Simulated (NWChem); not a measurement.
C2H7FOSi; SMILES OC[SiH2]CF

```xyz
12

O      0.9745    -2.0586     0.2378
C     -0.2780    -1.7310    -0.3716
Si    -0.8160     0.0339     0.1388
C      0.5753     1.2403    -0.3699
F      0.3413     2.5135     0.1487
H      0.8220    -2.1016     1.2000
H     -0.1162    -1.7671    -1.4707
H     -1.0754    -2.4857    -0.1620
H     -2.1290     0.4489    -0.4700
H     -0.9373     0.0666     1.6404
H      0.6604     1.3043    -1.4798
H      1.5488     0.8515     0.0071
```
Atoms are numbered in this order, from 1.

Results from NWChem. Medium grid unless said otherwise, to which SCAN and Minnesota functionals are sensitive. Geometry: optimised at PBE-D3(BJ)/def2-SVP. No frequency run checked for a minimum. B3LYP is NWChem's, with the RPA form of VWN correlation. Total energies of different functionals are on different scales.

```
level                                             energy (Ha)  highest occupied level (eV)  orbital gap (eV)  dipole (D)
------------------------------------------------  -----------  ---------------------------  ----------------  ----------
B3LYP/def2-SVP                                      -544.6870                        -7.21              7.75        1.87
PBE/def2-SVP                                        -544.2255                            ?                 ?        1.76
HCTH/407/def2-SVP                                   -544.6595                        -6.10              5.89        1.79
MPW1K/def2-SVP                                      -544.5996                        -8.69             10.11        2.01
M06-2X/def2-SVP                                     -544.5354                        -8.94             10.48        1.96
LC-BLYP (range parameter 0.33 per bohr)/def2-SVP    -543.9234                        -9.66             12.30        1.87
LDA (Slater exchange, VWN5)/def2-SVP                -541.5748                        -5.98              5.62        1.82
```

Problem. Complete the blanks.

Solution. 
- PBE/def2-SVP, highest occupied level (eV): -5.87
- PBE/def2-SVP, orbital gap (eV): 5.76
